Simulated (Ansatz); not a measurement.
Consider the silylene formation by 1,1-elimination: `CC(C)[Si](F)(F)C(C)C` → `F[Si]F` + `CC(C)C(C)C`.

Computed with Ansatz on PBE0-D4/def2-TZVP structures; ΔE is electronic, products minus reactants. CCSD(T)/CBS adds triple-zeta CCSD(T) − MP2 to the extrapolated MP2 energy (def2 sets, frozen cores). This one scheme is used for every species. Functionals use def2-TZVPP. Each species was taken in one conformer, which may not be the lowest.

**Question.** Is it downhill or uphill in electronic energy at CCSD(T)/CBS, and by how much? (An estimate is asked.)

**Answer.** Ansatz gave: Uphill: ΔE = +178.2 kJ/mol.

**Question.** What do these levels give: BLYP-D4, PBE0-D4, r2SCANh-D4, revPBE, r2SCANh, CAM-B3LYP, LC-ωPBE, SCS-MP2/def2-TZVPP, HF/def2-QZVPP, MP2/def2-QZVPP, HF/CBS(def2), MP2/CBS(def2)? (Best estimate.)

**Answer.** The calculation gave: BLYP-D4 159.9, PBE0-D4 191.5, r2SCANh-D4 202.0, revPBE 151.4, r2SCANh 198.0, CAM-B3LYP 167.2, LC-ωPBE 192.2, SCS-MP2/def2-TZVPP 176.2, HF/def2-QZVPP 170.7, MP2/def2-QZVPP 187.5, HF/CBS(def2) 170.4, MP2/CBS(def2) 190.0 kJ/mol.

Largest T1 diagnostic among the species: 0.015.

From BLYP to BHLYP (50 % exact exchange), in def2-TZVPP and without D4, ΔE moves by +38.4 kJ/mol. Leaving LDA and LC-ωPBE aside and taking each functional with its dispersion term where it has one, the values, not all of them listed here, spread over 45.2 kJ/mol, from BLYP-D4 to r2SCAN0-D4. LDA lies +25.8 kJ/mol from PBE without D4.
